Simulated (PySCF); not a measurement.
Isomers of C8H7NS.

All values: PBE0/pcSseg-1 (PySCF) at GFN2-xTB geometries, gas phase, one conformer each.

(1) Rank by HOMO–LUMO gap, lowest first.
A. `[SH:1][c:2]1[cH:3][cH:4][c:5]2[nH:6][cH:7][cH:8][c:9]2[cH:10]1` with H–S1–C2–C3 180°
B. `[CH2:1]=[CH:2][c:3]1[cH:4][c:5]2[nH:6][cH:7][cH:8][c:9]2[s:10]1` with C1–C2–C3–C4 180°
C. `[CH2:1]=[CH:2][c:3]1[cH:4][s:5][c:6]2[cH:7][cH:8][nH:9][c:10]12` with C1–C2–C3–C4 180°

Results:

(1) B (4.54 eV), C (5.03 eV), A (5.29 eV).

All values together:

| SMILES | μ (D) | HOMO (eV) | LUMO (eV) | lowest IAO charge (e) | highest IAO charge (e) | lowest Hirshfeld charge (e) | highest Hirshfeld charge (e) |
| --- | --- | --- | --- | --- | --- | --- | --- |
| Sc1ccc2[nH]ccc2c1 | 3.23 | -5.81 | -0.51 | -0.247 (N) | +0.289 (H) | -0.101 (C) | +0.155 (H) |
| C=Cc1cc2[nH]ccc2s1 | 3.04 | -5.58 | -1.04 | -0.330 (C) | +0.292 (H) | -0.113 (C) | +0.157 (H) |
| C=Cc1csc2cc[nH]c12 | 2.04 | -5.85 | -0.82 | -0.331 (C) | +0.318 (S) | -0.114 (C) | +0.150 (H) |
| C=Cc1c[nH]c2ccsc12 | 2.89 | -5.66 | -0.48 | -0.329 (C) | +0.303 (S) | -0.113 (C) | +0.159 (H) |

Conformers: `[SH:1][c:2]1[cH:3][cH:4][c:5]2[nH:6][cH:7][cH:8][c:9]2[cH:10]1` with H–S1–C2–C3 180°; `[CH2:1]=[CH:2][c:3]1[cH:4][c:5]2[nH:6][cH:7][cH:8][c:9]2[s:10]1` with C1–C2–C3–C4 180°; `[CH2:1]=[CH:2][c:3]1[cH:4][s:5][c:6]2[cH:7][cH:8][nH:9][c:10]12` with C1–C2–C3–C4 180°; `[CH2:1]=[CH:2][c:3]1[cH:4][nH:5][c:6]2[cH:7][cH:8][s:9][c:10]12` with C1–C2–C3–C4 0°.
